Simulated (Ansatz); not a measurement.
In6Sb4Br6, relaxed as a singlet with RKS PBE-D4/def2-SVP in Ansatz, starting from the GFN1-xTB geometry. Force threshold 0.03 eV/Å.

In the def2 sets In, Sb take a core potential; there is no spin–orbit coupling. Single mean-field runs in def2-SVP are fitted with def2-universal-jkfit. The structure comes from a short search, and lower isomers may exist.

Start:

```xyz
16

In    3.456   -1.231    1.202
In   -0.824   -3.209   -0.962
In   -1.119    1.032    2.728
In   -0.219    1.982   -0.158
In    2.688    1.103   -0.659
In   -2.186   -0.339   -0.635
Sb    0.921   -1.002   -2.283
Sb    0.585    1.635   -2.977
Sb    0.436   -0.762    0.514
Sb   -1.463   -0.068   -3.346
Br   -2.497    2.383    4.561
Br    4.265   -1.116   -1.532
Br   -3.312   -2.548    0.553
Br    1.796   -3.397    0.444
Br    0.521    3.456    1.987
Br   -3.047    2.080    0.561
```

Estimate the energy that the relaxation releases and the steps that it takes.

47.4 kcal/mol, in 38 steps; 3.4 min on 2 threads of AMD EPYC 7R13 on a shared host and a share (18 GiB) of an NVIDIA H100 80GB HBM3. The force fell under the threshold at step 17, but the optimiser went on and released 0.048 eV more. No frequencies were taken in this run, so the end may be a saddle point.

Does the start keep its bonding and symmetry?

Bonds lost: In2–Sb7, In2–Br13, In3–Br15, In5–Sb8, Sb9–Br14 (atoms count from 1). Metal–metal contacts that move far: In4–In5 3.08 to 4.31 Å, In1–In5 3.08 to 4.19 Å, In2–In6 3.19 to 3.98 Å.

Predict the relaxed structure.


```
atom    x (Å)    y (Å)    z (Å)
 In1   2.7769  -1.7303   2.0551
 In2   0.4621  -3.4786  -0.8835
 In3  -0.6408   0.9467   2.8674
 In4  -0.5410   2.4996  -0.4496
 In5   3.4144   0.9281  -1.1177
 In6  -2.1139  -0.4423  -0.8073
 Sb7   0.9324  -0.0130  -3.0594
 Sb8  -0.4111   2.5455  -3.3015
 Sb9   0.6483  -0.1045   0.0624
Sb10  -1.9160   0.1211  -3.5772
Br11  -1.6848   1.7931   5.0715
Br12   3.7818  -1.9164  -0.8129
Br13  -2.9527  -2.7006   0.0867
Br14   1.3367  -4.1893   1.7273
Br15   0.0398   4.0116   1.5666
Br16  -3.1321   1.7292   0.5722
```
Bond lengths (bridged metal pairs left out): 9 × Br–In 2.57 to 3.04 Å; 8 × In–Sb 2.83 to 3.34 Å; 4 × Sb–Sb 2.87 to 3.14 Å.
